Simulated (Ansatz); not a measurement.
Ansatz results at the PBE0-D4/def2-TZVP geometry: HOMO energy (B3LYP/def2-TZVPP) -7.70 eV; LUMO energy (PBE/def2-TZVPP) -1.74 eV; HOMO–LUMO gap (PBE0/def2-TZVPP) 7.16 eV.

Which molecule gave them?
A. `O[Si]1(F)[AlH][SiH2]1`
B. `BN1[SiH2]C1F`
C. `FCB1N[SiH2]1`
D. `CB([SiH3])S`

B. The others give `O[Si]1(F)[AlH][SiH2]1`: -6.35, -2.28, 4.98; `FCB1N[SiH2]1`: -6.99, -1.19, 6.89; `CB([SiH3])S`: -7.91, -2.28, 6.73.

B3LYP here is the variant with VWN-RPA as its local correlation; programs differ in this.
